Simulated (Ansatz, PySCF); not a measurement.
BiBrH2Te2, SMILES [TeH][Bi]([Br])[TeH]. Atoms are numbered in the order given.

```xyz
6

Bi    -0.0319     0.1181     0.8634
Br    -1.8935    -1.7515     0.4608
Te    -0.9052     1.6402    -1.4353
H      0.4109     2.6676    -1.2916
Te     2.2741    -0.9390    -0.5020
H      2.8857    -1.5831     0.9212
```

Geometry: B3LYP-D3(BJ)/def2-SVP. The structure was generated by enumeration; whether it is a known compound was not checked. The def2 effective core potentials stand for the cores of Bi, Te; spin–orbit coupling is left out.

Two levels are set side by side: PBE-D3(BJ)/def2-SVP (Ansatz, a quantum-chemistry and plane-wave program) and B3LYP-D3(BJ)/def2-SVP (Ansatz). Each level has its own optimised geometry; the coordinates shown are those of the second. Frequencies come from the Hessian of PySCF at each geometry. Differences are taken from unrounded values.

| quantity | B3LYP-D3(BJ) | PBE-D3(BJ) | PBE-D3(BJ) minus B3LYP-D3(BJ) |
|---|---|---|---|
| mean bond length (Å) | 2.359 | 2.364 | 0.005 |
| bond Bi1–Br2 (Å) | 2.669 | 2.673 | 0.004 |
| bond Bi1–Te3 (Å) | 2.892 | 2.889 | -0.003 |
| bond Bi1–Te5 (Å) | 2.881 | 2.882 | 0.002 |
| bond Te3–H4 (Å) | 1.676 | 1.686 | 0.010 |
| bond Te5–H6 (Å) | 1.678 | 1.688 | 0.011 |
| highest harmonic wavenumber (cm⁻¹) | 2088 | 2044 | -43 |
| mean harmonic wavenumber (cm⁻¹) | 512 | 499 | -13 |
| zero-point energy (kcal/mol) | 8.79 | 8.56 | -0.23 |
